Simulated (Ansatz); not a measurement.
`C=C1C[SiH]1F` + `CF` → `C=C1C[SiH]1CF` + H–F  (formal exchange of groups at the Si–F bond)

Isolated molecules relaxed with PBE0-D4/def2-TZVP in Ansatz; ΔE leaves out vibrations. CBS: MP2 limit from def2 TZ/QZ plus the TZ coupled-cluster correction, frozen cores. This one scheme is used for every species. One conformer a species, not always the lowest.

| species | MP2/def2-QZVPP energy (Eh) |
| --- | --- |
| `C=C1C[SiH]1F` | -505.90412 |
| `CF` | -139.57717 |
| `C=C1C[SiH]1CF` | -545.05881 |
| H–F | -100.36692 |

Question: Work out ΔE.

Answer: ΔE = (-545.05881) + (-100.36692) − (-505.90412) − (-139.57717) = 0.05556 Eh = +34.9 kcal/mol. CCSD(T)/CBS gives +34.5 kcal/mol.

Largest T1 diagnostic among the species: 0.012.

In def2-TZVPP, CCSD(T) changes the Hartree–Fock value by −7.1 kcal/mol (the triples alone add −1.0 kcal/mol) and MP2 by −7.0 kcal/mol. The D4 term adds −1.7 kcal/mol with B3LYP and −1.0 kcal/mol with PBE0; it sums over pairs of atoms, weighted by their polarisabilities, and B3LYP, whose exchange is more repulsive, gets the larger term. From PBE to PBE0 (25 % exact exchange), in def2-TZVPP and without D4, ΔE moves by +1.1 kcal/mol.

B3LYP here is the variant with VWN-RPA as its local correlation; programs differ in this.
